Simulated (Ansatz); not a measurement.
Gas-phase electronic energies from Ansatz, PBE0-D4/def2-TZVP geometries. CCSD(T)/CBS adds triple-zeta CCSD(T) − MP2 to the extrapolated MP2 energy (def2 sets, frozen cores). This one scheme is used for every species. Functionals use def2-TZVPP. HSE06 is defined as in plane-wave codes. def2 core potentials past Kr. For In outer-core shells are correlated without core-valence functions, which leaves a few kJ/mol of doubt a bond.

Consider the formal hydrolysis of the In–C bond: `C[CH2][InH2]` + H₂O → `[OH][InH2]` + `CC`.

| level | ΔE (kJ/mol) |
| --- | --- |
| B2PLYP | -82.4 |
| HSE06 | -73.3 |

(1) What does CCSD(T)/CBS give? (Estimate.)

Largest T1 diagnostic among the species: 0.017.

Results:

(1) Ansatz gave: -72.9 kJ/mol. The listed levels differ from it by -9.5, -0.4 kJ/mol.

In def2-TZVPP, CCSD(T) changes the Hartree–Fock value by +13.6 kJ/mol (the triples alone add +0.3 kJ/mol) and MP2 by +15.0 kJ/mol. From BLYP to BHLYP (50 % exact exchange), in def2-TZVPP and without D4, ΔE moves by +7.5 kJ/mol. At CCSD(T), def2-SVP lies −7.4 kJ/mol from the extrapolated value and def2-TZVPP +1.6 kJ/mol.
